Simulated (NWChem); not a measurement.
BH2, doublet; SMILES [BH2]

Results from NWChem. Pople sets run with spherical d functions. Spin-unrestricted. In the optimisation the excess spin sits in a1 (C2v, its own frame). No stability test was run on the SCF state. Each level has its own optimisation; frequencies are unscaled.

```json
[
 {"level": "UHF/STO-3G", "basis functions": "7", "r B–H (Å)": "(withheld)", "highest harmonic frequency (cm⁻¹)": "(withheld)", "lowest (cm⁻¹)": "(withheld)", "zero-point energy (kcal/mol)": "(withheld)", "dipole (D)": "0.21"},
 {"level": "UHF/3-21G", "basis functions": "13", "r B–H (Å)": "1.185", "highest harmonic frequency (cm⁻¹)": "2862", "lowest (cm⁻¹)": "1088", "zero-point energy (kcal/mol)": "9.5", "dipole (D)": "0.28"},
 {"level": "UHF/6-31G*", "basis functions": "18", "r B–H (Å)": "1.185", "highest harmonic frequency (cm⁻¹)": "2864", "lowest (cm⁻¹)": "1128", "zero-point energy (kcal/mol)": "9.6", "dipole (D)": "0.23"},
 {"level": "UHF/6-31+G*", "basis functions": "22", "r B–H (Å)": "1.184", "highest harmonic frequency (cm⁻¹)": "2869", "lowest (cm⁻¹)": "1111", "zero-point energy (kcal/mol)": "9.6", "dipole (D)": "0.35"},
 {"level": "UHF/6-311G**", "basis functions": "30", "r B–H (Å)": "1.185", "highest harmonic frequency (cm⁻¹)": "2814", "lowest (cm⁻¹)": "1098", "zero-point energy (kcal/mol)": "9.4", "dipole (D)": "0.37"},
 {"level": "UHF/6-311++G**", "basis functions": "36", "r B–H (Å)": "1.185", "highest harmonic frequency (cm⁻¹)": "2816", "lowest (cm⁻¹)": "1095", "zero-point energy (kcal/mol)": "9.4", "dipole (D)": "0.42"}
]
```

Q: Complete the blanks.

A: 
- UHF/STO-3G, r B–H (Å): 1.161
- UHF/STO-3G, highest harmonic frequency (cm⁻¹): 3329
- UHF/STO-3G, lowest (cm⁻¹): 1321
- UHF/STO-3G, zero-point energy (kcal/mol): 11.1
